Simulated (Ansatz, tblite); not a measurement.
Forces on the cluster H5Au4⁻ at its r2SCAN-D4/def2-SVPD geometry. Charge -1, multiplicity 1.

In the def2 sets Au takes a core potential; there is no spin–orbit coupling. The xTB rows come from tblite. The structure comes from a short search, and lower isomers may exist.

GFN1-xTB (tblite), largest force 0.82 eV/Å:

```xyz
9
positions Å, forces eV/Å
Au    1.188    0.316   -0.664    0.175    0.119   -0.106
Au   -1.151   -0.590    0.455   -0.217   -0.030    0.082
Au   -3.602   -1.387    1.492    0.043   -0.161    0.061
Au    3.629    1.463   -1.330    0.095   -0.148   -0.030
H    -0.447    0.778   -0.338    0.349   -0.684    0.186
H     2.769   -0.091   -1.118   -0.428    0.674    0.152
H     4.672    2.651   -1.606   -0.606   -0.533    0.164
H    -1.902   -1.888    1.244   -0.201    0.736   -0.275
H    -5.156   -1.251    1.865    0.789    0.028   -0.234
```

GFN2-xTB (tblite), largest force 1.20 eV/Å:

```
Au 0.377 0.036 -0.211
Au -0.312 -0.221 0.173
Au -0.611 -0.206 0.271
Au 0.613 0.273 -0.193
H 0.398 -0.772 0.227
H -0.760 0.704 0.263
H -0.867 -0.799 0.238
H 0.004 0.972 -0.437
H 1.158 0.013 -0.331
```

r2SCAN-D4/def2-TZVPD (Ansatz), largest force 0.09 eV/Å:

```
Au -0.007 0.017 0.026
Au 0.000 0.020 -0.013
Au 0.064 0.027 -0.031
Au -0.069 -0.024 0.019
H 0.026 -0.054 0.012
H -0.015 0.050 0.003
H -0.061 -0.071 0.015
H -0.031 0.042 -0.010
H 0.092 -0.009 -0.022
```
